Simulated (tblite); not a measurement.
Compound: C7H8P2.
Atom-mapped SMILES: `[cH:1]1[cH:2][p:3][c:4]([CH:5]2[CH2:6][CH2:7]2)[p:8][cH:9]1` (hydrogens: H10 on C1; H11 on C2; H12 on C5; H13, H14 on C6; H15, H16 on C7; H17 on C9)

Structure used (GFN2-xTB), in Å, numbered top down from 1:
```
atom  x, y, z in Å
C1     2.9651   -0.0708    0.4498
C2     2.5434   -0.6155   -0.7459
P3     0.9236   -0.7966   -1.3320
C4    -0.0693   -0.1416   -0.0550
C5    -1.5216   -0.1975   -0.3353
C6    -2.4381    0.8914    0.1596
C7    -2.5041   -0.4613    0.7775
P8     0.4211    0.5520    1.4712
C9     2.1489    0.4452    1.4362
H10    4.0343   -0.0453    0.6320
H11    3.3047   -0.9844   -1.4242
H12   -1.7607   -0.6293   -1.3023
H13   -3.2434    1.2102   -0.4846
H14   -1.9877    1.6903    0.7321
H15   -2.0978   -0.5879    1.7716
H16   -3.3560   -1.0899    0.5660
H17    2.6306    0.8430    2.3230
```

Calculated harmonic vibrations of the isolated species, GFN2-xTB (tblite), most abundant isotopes, no scaling. The method is semi-empirical: single wavenumbers can be off by several per cent or more. One conformer, not necessarily the lowest.

Harmonic wavenumbers (cm⁻¹): 58.5, 102.5, 164.5, 196.7, 239.8, 290.3, 387.1, 412.4, 461.8, 493.1, 590.8, 705.4, 721.2, 797.2, 816.5, 825.5, 837.8, 863.5, 914.3, 932.4, 939.6, 979.1, 1051.7, 1064.1, 1065.5, 1090.1, 1142.9, 1150.1, 1177.3, 1218.5, 1258.2, 1316.7, 1366.2, 1422.6, 1426.3, 1471.5, 1475.9, 3011.2, 3012.5, 3023.7, 3031.3, 3064.1, 3066.9, 3085.8, 3100.2.

A = 2239, B = 973.9, C = 716.7 MHz; mass 154.010 u (most abundant isotopes); point group Cs, symmetry number 1.

Problem. Zero-point energy?

Solution. ½Σν̃ = 27912 cm⁻¹ = 79.80 kcal/mol.

Problem. Entropy at 400 K, 1 bar (ideal gas, RRHO, classical rotation)?

Solution. Translation 42.49, rotation 30.59, vibration 31.68: S = 104.8 cal/(mol K).

Problem. And Cp and H(400 K) − H(0)?

Solution. Cp = 45.13 cal/(mol K), of which vibrations give 37.18 (their classical limit is 45 R = 89.4); H(400 K) − H(0) = 10.19 kcal/mol without the zero-point energy, 7.01 from vibrations.

Problem. How do the functions run with temperature in this model?

Solution. 
| T (K) | S (cal/(mol K)) | Cp (cal/(mol K)) | H − H(0) (kcal/mol) | G − H(0) (kcal/mol) | ln q(vib) |
| --- | --- | --- | --- | --- | --- |
| 100 | 67.6 | 15.8 | 1.14 | -5.62 | 1.04 |
| 200 | 81.2 | 24.8 | 3.16 | -13.08 | 2.92 |
| 300 | 93.2 | 35.2 | 6.16 | -21.81 | 4.97 |
| 500 | 115.7 | 53.3 | 15.12 | -42.75 | 9.36 |
| 800 | 144.6 | 69.1 | 33.74 | -81.96 | 16.01 |
| 1000 | 160.8 | 75.5 | 48.23 | -112.53 | 20.19 |

q(vib) and H(0) count from the zero-point level.

Problem. Which modes carry the vibrational entropy at 400 K?

Solution. 58.5 cm⁻¹: 5.09; 102.5 cm⁻¹: 3.98; 164.5 cm⁻¹: 3.06; 196.7 cm⁻¹: 2.72; 239.8 cm⁻¹: 2.34; 290.3 cm⁻¹: 1.99 cal/(mol K); the other 39 give 12.51 together.

Hindered rotation and anharmonicity are outside this model. Other conformers, if any are populated, would add a mixing term that is left out.
